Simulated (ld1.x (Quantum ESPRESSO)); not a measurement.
Eu PAW: all-electron and pseudo phase curves

* Element: europium
* Generator: ld1.x (Quantum ESPRESSO) 7.5
* Type: PAW
* Functional: PBEsol
* Relativity: fully relativistic
* Frozen core: [Kr] 4d10
* Valence charge: 17
* Reference configuration: 4f7 5s2 5p6 5d0 6s2 6p0
* Partial waves: 5s (bound): rcut 2.10, rcutus 2.35 bohr; 6s (bound): rcut 2.10, rcutus 2.35 bohr; 5p (bound): rcut 2.35, rcutus 2.90 bohr; 6p (bound, empty): rcut 2.35, rcutus 2.90 bohr; 5d (bound, empty): rcut 2.40, rcutus 2.90 bohr; 5d channel at 0.25 Ry: rcut 2.40, rcutus 2.90 bohr; 4f (bound): rcut 1.15, rcutus 1.55 bohr; 4f channel at 0.9 Ry: rcut 1.15, rcutus 1.55 bohr
* Local potential: all-electron potential smoothed inside 2.45 bohr (lloc = -2)
* Core correction: Bessel-smoothed model core inside 0.80 bohr
* Augmentation charge: BESSEL, radius 1.10 bohr

Open shells are filled in proportion to 2j + 1 (rel_dist='average').

The phase is arctan(r·u′/u) with u = r·R(r), unwrapped; energies in Ry, scanned from -5 to 5 Ry. A pole is an energy at which the radial function vanishes at the test radius. The pseudo phase is shifted by a multiple of π to meet the all-electron one at the reference energy, and phase errors are pseudo minus all-electron; the curves can meet again beyond the range given. Levels narrower than the energy grid can be missing from the lists of poles.

| channel | radius (bohr) | reference energy (Ry) | poles, all-electron | poles, pseudo | unbroken range about the reference energy with phases within 0.05 rad | phase error 1 Ry above the reference energy (rad) |
| --- | --- | --- | --- | --- | --- | --- |
| s | 3.16 | -0.27 | -3.25, 1.96 | -3.25, 1.94 | below 4.1 | -0.001 |
| p1/2 | 3.16 | -0.10 | -1.86, 2.90 | -1.86, 2.73 | below 3.9 | -0.016 |
| p3/2 | 3.16 | -0.08 | -1.54, 3.21 | -1.54, 2.95 | below 3.9 | -0.027 |
| d3/2 | 3.16 | -0.12 | 0.51 | 0.51 | below 2.2 | +0.000 |
| d5/2 | 3.16 | -0.11 | 0.56 | 0.56 | below 2.3 | +0.000 |
| f5/2 | 3.16 | -0.23 | -0.20, 3.03 | -0.20, 3.05 | below 4.6 | +0.000 |
| f7/2 | 3.16 | -0.18 | -0.15, 3.04 | -0.15, 3.07 | below 4.6 | +0.000 |

The ghost test of this file was not conclusive.

Phases in the f7/2 channel:

| E (Ry) | all-electron | pseudo |
| --- | --- | --- |
| -5.00 | 1.437 | 1.437 |
| -4.48 | 1.430 | 1.430 |
| -3.96 | 1.423 | 1.423 |
| -3.44 | 1.413 | 1.413 |
| -2.92 | 1.402 | 1.402 |
| -2.40 | 1.388 | 1.388 |
| -1.88 | 1.370 | 1.370 |
| -1.36 | 1.345 | 1.345 |
| -0.84 | 1.305 | 1.305 |
| -0.32 | 1.163 | 1.163 |
| 0.20 | -1.905 | -1.905 |
| 0.72 | -2.110 | -2.110 |
| 1.24 | -2.824 | -2.824 |
| 1.76 | -4.166 | -4.165 |
| 2.28 | -4.535 | -4.533 |
| 2.80 | -4.670 | -4.667 |
| 3.32 | -4.754 | -4.749 |
| 3.84 | -4.832 | -4.822 |
| 4.36 | -4.945 | -4.917 |
| 4.88 | -5.243 | -5.117 |
